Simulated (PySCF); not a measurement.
Structure problem from calculated spectra and properties.

Formula: Si4H10.

| Quantity | Value |
| --- | --- |
| 1H NMR | chemical shifts (computed TMS as zero) by class: 3.64 (6 H), 3.44 (4 H) ppm [GIAO B97-2/pcSseg-2] |
| Dipole | 0.02 D [PBE0/def2-SVPD] |
| NMR, other nuclei | isotropic shieldings of nuclei other than C and H, by class: 450 (2 Si), 461 (2 Si) ppm [GIAO B97-2/pcSseg-2] |
| Triplet | lowest triplet excitation (Tamm–Dancoff): 5.39 eV [TDA PBE0/def2-SVPD] |
| Rotational structure | rotational constants A, B, C: 7.361, 0.823, 0.767 GHz [PBE0-D3(BJ)/def2-SVP] |
| Valence photoelectron | vertical ionisation energy: 9.35 eV [ΔSCF PBE0/def2-SVPD] |
| XPS | Si2p3/2 106.2 (×2), Si2p3/2 106.4 (×2), Si1s 1845.8 (×2), Si1s 1846.2 (×2) eV [ΔSCF SCAN, pcX-2 on the ionised atom, pcseg-1 elsewhere, spin-free X2C, 2p3/2 from a spin–orbit splitting computed afterwards within the 2p shell] |
| UV, first state | lowest singlet excitation: 6.41 eV (193 nm, f = 0.656) [TDDFT PBE0/def2-SVPD] |

Gas-phase values; electronic properties from PySCF, density fitting. Levels stand in brackets. One conformer (not necessarily the lowest) at the PBE0-D3(BJ)/def2-SVP geometry, without solvent, vibrations or thermal averaging. Each NMR value is the plain mean over a class of atoms that symmetry, rotation or inversion makes alike.

Question: Propose a structure and show how it fits.

Answer: Numbering: `[SiH3:1][SiH2:2][SiH2:3][SiH3:4]`. Its formula, Si4H10, gives 0 degrees of unsaturation, so no ring and no π bond. Hydrogen classes from least to most shielded: 6 H on 2 SiH3 silicons, Si1/Si4 (3.64 ppm), 4 H on 2 SiH2 silicons, Si2/Si3 (3.44 ppm). The other shieldings belong to: 450 ppm, SiH3 silicon [Si1/Si4]; 461 ppm, SiH2 silicon [Si2/Si3]. The core levels belong to: Si2p3/2 106.2 eV, SiH2 silicon [Si2/Si3]; Si2p3/2 106.4 eV, SiH3 silicon [Si1/Si4]; Si1s 1845.8 eV, SiH2 silicon [Si2/Si3]; Si1s 1846.2 eV, SiH3 silicon [Si1/Si4]. S1 is mainly HOMO→LUMO (weight 0.90); the largest Löwdin shares of the orbital it empties are 0.24 on each of 2 atoms of one kind (SiH2 silicon), 0.17 on an SiH3 silicon and 0.16 on an SiH3 silicon, of the orbital it fills 0.19 on each of 2 atoms of one kind (SiH2 silicon) and 0.18 on each of 2 atoms of one kind (SiH3 silicon). By its constants the optimised geometry is an asymmetric top. Structure: `[SiH3][SiH2][SiH2][SiH3]`. Computed isomers that give other values at the same levels: `[SiH3][SiH]([SiH3])[SiH3]` (core binding energies: Si2p3/2 106.0, Si2p3/2 106.4 (×3), Si1s 1845.6, Si1s 1846.2 (×3) eV). The assignments are read from this structure; whether some other isomer fits the data as well wasn't checked.

Conformer computed: `[SiH3:1][SiH2:2][SiH2:3][SiH3:4]`: Si1–Si2–Si3–Si4 -179°.
